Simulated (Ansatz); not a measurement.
**Worked example: the step energy**

An elementary step of Si₂NH₇ClOF₃, singlet (Si₂H₃ClOF₂ ([F][Si]([F])([Cl])[O][SiH3]) + NH₃ + HF → SiNH₂ClF₂ ([NH2][Si]([F])([F])[Cl]) + SiH₄O ([OH][SiH3]) + HF; Si–O, H–N, H–F broken or loosened, Si–N, O–H, H–F formed or tightened). “Start” and “end” are the PBE0-D4/def2-TZVP structures reached by relaxing down either side of its saddle point, with the molecules still in contact.

Ansatz 0.2.0; basis: def2-TZVPP and def2-QZVPP; cores frozen in the correlated methods.

Energies in eV:

| quantity | end | start |
| --- | --- | --- |
| Hartree–Fock, triple zeta (X = 3) | -39989.78465 | -39990.17674 |
| Hartree–Fock, quadruple zeta (X = 4) | -39991.20288 | -39991.59368 |
| MP2 correlation, X = 3 | -45.51640 | -45.75353 |
| MP2 correlation, X = 4 | -49.61111 | -49.86483 |
| CCSD(T) correlation, X = 3 | -48.36589 | -48.59237 |

(1) Work out the step energy at the basis limit: extrapolate Hartree–Fock as E(X) = E∞ + A exp(−7.88 √X) and the MP2 correlation as E(X) = E∞ + B X^−2.97 (the exponents that Neese and Valeev fitted for def2-TZVPP and QZVPP), then add CCSD(T) − MP2 in triple zeta.

No T1 diagnostic of these runs exceeds 0.012.

Answers

(1) Each step is linear, so take the differences first (end − start): Hartree–Fock 0.39209 (X = 3) and 0.39080 (X = 4); MP2 correlation 0.23713 and 0.25372; CCSD(T) correlation 0.22648.
Two points give E∞ = E(4) + w [E(4) − E(3)], with w = 1/(exp(7.88 (2 − √3)) − 1) = 0.1377 for Hartree–Fock and w = 1/((4/3)^2.97 − 1) = 0.7407 for the correlation.
Hartree–Fock: 0.39080 + 0.1377 × (-0.00129) = 0.3906 eV.
MP2 correlation: 0.25372 + 0.7407 × 0.01659 = 0.2660 eV.
CCSD(T) − MP2: 0.22648 − 0.23713 = -0.0107 eV.
Sum: 0.3906 + 0.2660 + (-0.0107) = 0.6459 eV, or 14.89 kcal/mol. Plain CCSD(T) in triple zeta gives 0.6186 eV, so the larger basis shifts the result by 0.0273 eV.

Labels in which every atom is bracketed show which atoms are joined, not bond orders.

For scale, one of the runs: CCSD(T)/def2-TZVPP, 379 basis functions, launched by `ansatz run in.yaml --threads 4 --pin off --events-out ev --progress --plain --max-ram 66560MiB --backend cuda --devices 0, --max-vram 37GiB`. Time: 21 s of wall clock on 4 CPU threads of an AMD EPYC 7R13 and a share of one NVIDIA H100; the host was shared. Peak host memory: 0.9 GiB.
